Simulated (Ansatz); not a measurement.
Species: AlI3, SMILES `[I][Al]([I])[I]` (charge 0, multiplicity 1).

Question: Give a relaxed geometry from B3LYP-D3(BJ)/def2-TZVP (Ansatz, an electronic-structure program).

Answer: the end point of this relaxation (outside a Z-matrix the atoms follow the SMILES, hydrogens last).
Z-matrix (Å, degrees):
```
Al
I 1 2.4633
I 1 2.4633 2 120.00
I 1 2.4633 2 120.00 3 180.00
```
